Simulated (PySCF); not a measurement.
C₄H₂F₂Si, SMILES C#C[Si](F)(F)C#C (PBE0/def2-SVP optimised geometry):

```
9

C     -2.924    -2.215    -2.390
C     -2.479    -1.626    -1.424
Si    -1.785    -0.750     0.000
F     -2.317     0.767     0.000
F     -2.316    -1.429     1.357
C      0.025    -0.750     0.000
C      1.240    -0.760    -0.018
H     -3.320    -2.736    -3.245
H      2.317    -0.767    -0.033
```

Computed with PBE0/def2-TZVP run with PySCF.

### Question
What are the frontier orbital energies and the dipole moment?

### Answer
HOMO-2 -9.12 eV, HOMO-1 -8.88 eV, HOMO -8.75 eV, LUMO -1.29 eV, LUMO+1 -1.25 eV; dipole moment 2.85 D.

On the same geometry PySCF with PBE/def2-TZVP gives HOMO-2 -7.84 eV, HOMO-1 -7.63 eV, HOMO -7.52 eV, LUMO -2.20 eV, LUMO+1 -2.16 eV; dipole moment 2.69 D.

Meta-Löwdin charges at PBE0/def2-TZVP: C1 -0.10, C2 -0.33, Si3 1.47, F4 -0.49, F5 -0.49, C6 -0.33, C7 -0.10, H8 0.19, H9 0.19.
